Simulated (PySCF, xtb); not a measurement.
In(Br)2(NH2) (Br₂H₂InN), SMILES [NH2][In]([Br])[Br]. Other conformers were not sampled.

Harmonic wavenumbers (cm⁻¹) from GFN2-xTB in xtb at its own minimum, in rising order: 55, 78, 82, 173, 201, 261, 437, 625, 674, 1439, 3348, 3379.

What does PBE0-D3(BJ)/def2-SVP (PySCF 2.14.0) give at its own minimum? (Estimate from the structure and the level; the computed values follow.)

65, 102, 104, 236, 259, 282, 408, 630, 792, 1513, 3572, 3685. Paired by order, the mean absolute difference is 80 cm⁻¹ and the zero-point energies are 15.4 and 16.7 kcal/mol.
